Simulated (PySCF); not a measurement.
# Löwdin shares of the frontier orbitals

C6H9BO3Si.
Geometry (PBE0-D3(BJ)/def2-SVP, Å), atoms numbered from 1 in this order:
```
atom  x, y, z in Å
O1     4.5697   -1.3014    0.1268
B2     3.4384   -0.6133   -0.1482
O3     3.4890    0.5764   -0.7991
Si4    1.5886   -1.2642    0.3552
O5     0.7238    0.0542   -0.3028
C6    -0.6114    0.2691   -0.3485
C7    -1.5367   -0.6399    0.1743
C8    -2.9010   -0.3658    0.0914
C9    -3.3553    0.8067   -0.5084
C10   -2.4278    1.7116   -1.0268
C11   -1.0642    1.4487   -0.9494
H12    5.3551   -0.8373   -0.1917
H13    2.5950    0.9305   -0.9173
H14    1.2831   -1.3796    1.8161
H15    1.1303   -2.5326   -0.2949
H16   -1.1908   -1.5636    0.6457
H17   -3.6152   -1.0834    0.5026
H18   -4.4251    1.0155   -0.5718
H19   -2.7696    2.6356   -1.4997
H20   -0.3284    2.1475   -1.3527
```

Level of theory: PySCF, TDDFT CAM-B3LYP/def2-SVPD, vertical, gas phase, core orbitals frozen in the response.

Frontier orbitals with the atoms that hold most of them (Löwdin shares over 4%, at most four atoms; ? is withheld):

| orbital | ε (eV) | atoms |
| --- | --- | --- |
| LUMO+2 | 0.80 | C10 14%, C7 13%, B2 11%, Si4 10% |
| LUMO+1 | 0.68 | B2 47%, O1 14%, O3 10%, H12 8% |
| LUMO | ? | C8 16%, C11 15%, C10 11%, C7 9% |
| HOMO | -7.93 | ? |
| HOMO-1 | -8.69 | ? |
| HOMO-2 | -9.80 | Si4 28%, B2 23%, O3 15%, O1 7% |
| HOMO-3 | -10.77 | Si4 25%, O5 17%, H15 16%, H14 15% |

Question: Give the leading atoms of the HOMO.

Answer: C9 (bonded to 2 C and H) 21%; O5 (bonded to C and Si) 18%; C6 (bonded to 2 C and O) 17%; C11 (bonded to 2 C and H) 11%. By element: carbon 49% or more, oxygen 18% or more.

Question: Which atoms hold the HOMO-1, and with what shares?

Answer: C7 (bonded to 2 C and H) 21%; C10 (bonded to 2 C and H) 21%; C11 (bonded to 2 C and H) 20%; C8 (bonded to 2 C and H) 19%.

Question: What is the LUMO energy, and the HOMO–LUMO gap?

Answer: ε(LUMO) = 0.60 eV; the gap is 8.52 eV (0.3132 hartree).

Question: The HOMO–LUMO gap is 8.52 eV. Where does the response calculation put the lowest singlet, and from which orbitals?

Answer: S1 is at 5.23 eV (f = 0.022), 3.30 eV below the gap, made of HOMO→LUMO (55%), HOMO→LUMO+2 (20%), HOMO-1→LUMO+4 (12%). Without the coupling terms of the response equations the lowest excitation would equal the gap.

Next come S2 at 5.91 eV (f 0.108), HOMO→LUMO+2 (42%), HOMO→LUMO+4 (20%), HOMO-1→LUMO (16%); S3 at 6.26 eV (f 0.0018), HOMO→LUMO+3 (65%), HOMO→LUMO+1 (23%); S4 at 6.60 eV (f 0.157), HOMO→LUMO+4 (32%), HOMO→LUMO+2 (24%), HOMO-1→LUMO (15%); S5 at 6.71 eV (f 0.0018), HOMO→LUMO+5 (42%), HOMO→LUMO+1 (19%), HOMO→LUMO+6 (16%).

One conformer stands for the species.
